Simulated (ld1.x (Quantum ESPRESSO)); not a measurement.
# An all-electron radial function and its pseudo partner (neon)

Columns: radius, all-electron u(r) and pseudo u(r) of the 2p shell (level -13.33 eV) of neon in the configuration [He] 2s2 2p6; PBE, scalar-relativistic, TM scheme, ld1.x (Quantum ESPRESSO) 7.5.

| r (bohr) | all-electron | pseudo |
| --- | --- | --- |
| 0.046 | 0.0487 | 0.0215 |
| 0.092 | 0.1568 | 0.0838 |
| 0.138 | 0.2867 | 0.1809 |
| 0.184 | 0.4177 | 0.3031 |
| 0.230 | 0.5389 | 0.4386 |
| 0.276 | 0.6450 | 0.5749 |
| 0.322 | 0.7344 | 0.7004 |
| 0.368 | 0.8070 | 0.8064 |
| 0.414 | 0.8637 | 0.8879 |
| 0.460 | 0.9058 | 0.9437 |
| 0.506 | 0.9349 | 0.9761 |
| 0.552 | 0.9527 | 0.9894 |
| 0.598 | 0.9609 | 0.9890 |
| 0.644 | 0.9611 | 0.9796 |
| 0.690 | 0.9548 | 0.9650 |
| 0.736 | 0.9431 | 0.9477 |
| 0.782 | 0.9273 | 0.9288 |
| 0.828 | 0.9082 | 0.9085 |
| 0.874 | 0.8866 | 0.8866 |
| 0.920 | 0.8631 | 0.8631 |
| 0.966 | 0.8382 | 0.8382 |
| 1.012 | 0.8125 | 0.8125 |
| 1.058 | 0.7862 | 0.7862 |
| 1.104 | 0.7596 | 0.7596 |
| 1.150 | 0.7330 | 0.7330 |
| 1.196 | 0.7065 | 0.7065 |

Task: How many radial nodes do the two functions have?

Result: The all-electron 2p function has n − l − 1 = 0; the pseudo-wave has 0.

Task: At about which radius was the pseudo-wave matched?

Result: 0.92 bohr. The columns agree to 0.0005 from 0.83 bohr on; several derivatives are matched, so the curves merge somewhat inside the radius.

Task: Where does each function peak?

Result: Outermost all-electron maximum near 0.64 bohr, pseudo maximum near 0.55 bohr (to the table’s step).

Task: Is the pseudo-wave norm-conserving?

Result: Yes: the TM scheme keeps the norm inside the radius equal to the all-electron one, which fixes the energy derivative of the logarithmic derivative at the level.
